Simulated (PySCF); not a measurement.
C$_{4}$H$_{6}$Cl$_{2}$N$_{2}$Pd, charge +1, doublet, at a GFN2-xTB geometry (such geometries of metal compounds can be far from the true shape) (the multiplicity is a formal guess) (all electrons, no relativity); PySCF with R2SCAN/3-21G.

Here is a job for PySCF.
```python
from pyscf import gto, scf, dft

mol = gto.Mole()
mol.atom = '''
    Pd   -0.000529    0.000162    0.001382
    Cl    2.060392   -0.859301   -0.049276
    Cl   -2.061201    0.859787    0.055204
    C     1.727876    4.143338    0.008746
    C     1.184363    2.839494    0.007356
    N     0.741007    1.777636    0.006486
    H     2.209890    4.343441   -0.949791
    H     2.467315    4.234314    0.806281
    H     0.933797    4.874384    0.170260
    C    -1.724395   -4.144758   -0.022260
    C    -1.182805   -2.840145   -0.013620
    N    -0.741708   -1.777351   -0.006149
    H    -2.625545   -4.174762    0.592705
    H    -0.993755   -4.850673    0.376475
    H    -1.978965   -4.431981   -1.043945
'''
mol.basis = '3-21g'
mol.charge = 1
mol.spin = 1
mol.verbose = 4
mol.build()

mf = dft.UKS(mol)
mf.xc = 'r2scan'
mf.kernel()
```

What the program printed (banner, timings and long lists left out):

```
PySCF version 2.14.0

[INPUT] verbose = 4
[INPUT] num. atoms = 15
[INPUT] num. electrons = 123
[INPUT] charge = 1
[INPUT] spin (= nelec alpha-beta = 2S) = 1
[INPUT] symmetry False subgroup None
[INPUT] Mole.unit = angstrom
[INPUT] Symbol           X                Y                Z      unit          X                Y                Z       unit  Magmom
[...]
nuclear repulsion = 1135.87153424427
number of shells = 70
number of NR pGTOs = 243
number of NR cGTOs = 128
basis = 3-21g
ecp = {}

******** <class 'pyscf.dft.uks.UKS'> ********
method = UKS
initial guess = minao
damping factor = 0
level_shift factor = 0
DIIS = <class 'pyscf.scf.diis.CDIIS'>
diis_start_cycle = 1
diis_space = 8
diis_damp = 0
SCF conv_tol = 1e-09
SCF conv_tol_grad = None
SCF max_cycles = 50
direct_scf = True
direct_scf_tol = 1e-13
number electrons alpha = 62  beta = 61
XC library pyscf.dft.libxc version 7.1.2
    S. Lehtola, C. Steigemann, M. J. T. Oliveira, and M. A. L. Marques,  SoftwareX 7, 1–5 (2018)
XC functionals = r2scan
    J. W. Furness, A. D. Kaplan, J. Ning, J. P. Perdew, and J. Sun,  J. Phys. Chem. Lett. 11, 8208–8215 (2020)
    J. W. Furness, A. D. Kaplan, J. Ning, J. P. Perdew, and J. Sun,  J. Phys. Chem. Lett. 11, 9248–9248 (2020)
    J. W. Furness, A. D. Kaplan, J. Ning, J. P. Perdew, and J. Sun,  J. Phys. Chem. Lett. 11, 8208–8215 (2020)
    J. W. Furness, A. D. Kaplan, J. Ning, J. P. Perdew, and J. Sun,  J. Phys. Chem. Lett. 11, 9248–9248 (2020)
radial grids:
    Treutler-Ahlrichs [JCP 102, 346 (1995); DOI:10.1063/1.469408] (M4) radial grids

becke partition: Becke, JCP 88, 2547 (1988); DOI:10.1063/1.454033
pruning grids: <function nwchem_prune>
grids dens level: 3
symmetrized grids: False
atomic radii adjust function: <function treutler_atomic_radii_adjust>
small_rho_cutoff = 0
Set gradient conv threshold to 3.16228e-05
tot grids = 203064
init E= -6088.70927921663

cycle= 1 E= -6095.78523989289  delta_E= -7.08  |g|= 1.39  |ddm|= 3.18

cycle= 2 E= -6092.5555866639  delta_E= 3.23  |g|= 2.72  |ddm|= 4.54
cycle= 3 E= -6096.39712469604  delta_E= -3.84  |g|= 0.872  |ddm|= 3.74
cycle= 4 E= -6096.49092486211  delta_E= -0.0938  |g|= 0.755  |ddm|= 1.49
cycle= 5 E= -6096.73478943166  delta_E= -0.244  |g|= 0.165  |ddm|= 0.626
cycle= 6 E= -6096.68166900465  delta_E= 0.0531  |g|= 0.282  |ddm|= 0.66
cycle= 7 E= -6096.7495079552  delta_E= -0.0678  |g|= 0.0932  |ddm|= 0.575
cycle= 8 E= -6096.75588886117  delta_E= -0.00638  |g|= 0.0166  |ddm|= 0.137
cycle= 9 E= -6096.75599080114  delta_E= -0.000102  |g|= 0.00702  |ddm|= 0.016
cycle= 10 E= -6096.7560184167  delta_E= -2.76e-05  |g|= 0.00132  |ddm|= 0.0079
cycle= 11 E= -6096.75601942381  delta_E= -1.01e-06  |g|= 0.000341  |ddm|= 0.00205
cycle= 12 E= -6096.75601948846  delta_E= -6.46e-08  |g|= 0.000101  |ddm|= 0.000406
cycle= 13 E= -6096.75601948928  delta_E= -8.17e-10  |g|= 8.99e-05  |ddm|= 0.000142
cycle= 14 E= -6096.75601949301  delta_E= -3.73e-09  |g|= 3.18e-05  |ddm|= 7.84e-05
cycle= 15 E= -6096.75601949348  delta_E= -4.68e-10  |g|= 1.72e-05  |ddm|= 3.07e-05
Extra cycle  E= -6096.75601948652  delta_E= 6.96e-09  |g|= 9.2e-05  |ddm|= 0.000165
converged SCF energy = -6096.75601948652  <S^2> = 0.75127539  2S+1 = 2.001275
```
